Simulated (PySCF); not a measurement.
# Exercise with solution: chemical shift, span and skew from a shielding tensor

C₂H₄N₃, SMILES c1nc[nH+][nH]1, charge +1. Atoms are numbered in the order given.

```xyz
9

C      0.0000    -1.0526    -0.4322
N      0.0000     0.0000    -1.2350
C      0.0000     1.0526    -0.4322
N      0.0000     0.6693     0.8488
N      0.0000    -0.6693     0.8488
H      0.0000    -2.1020    -0.7339
H      0.0000     2.1020    -0.7339
H      0.0000     1.2192     1.7082
H      0.0000    -1.2192     1.7082
```
Charge +1, spin multiplicity 1.

Coordinates come from a PBE0-D3(BJ)/def2-SVP optimisation. The isomer is the one that the SMILES or the coordinates give; other isomers of the formula were not compared.

GIAO shieldings from PySCF with PBE/pcSseg-1, non-relativistic, no solvent. The symmetric part of the tensor of N2 has the principal values -256.2, -100.9, 243.9 ppm. The same nucleus in NH3 has σ = 267.0 ppm at this level (PySCF, at its B3LYP-D3(BJ)/def2-TZVP geometry).

### Question
Work out the isotropic shielding, the ¹⁵N shift against NH3, the span and the skew.

### Answer

σ(iso) = (σ11 + σ22 + σ33)/3 = -37.7 ppm. δ = σ(ref) − σ(iso) = 267.0 − (-37.7) = 304.7 ppm.
Span Ω = σ33 − σ11 = 500.1 ppm. Skew κ = 3(σ(iso) − σ22)/Ω = 0.38. Tumbling in solution averages the tensor to δ; in a static solid the shielding alone would spread this spin-1/2 line over Ω.
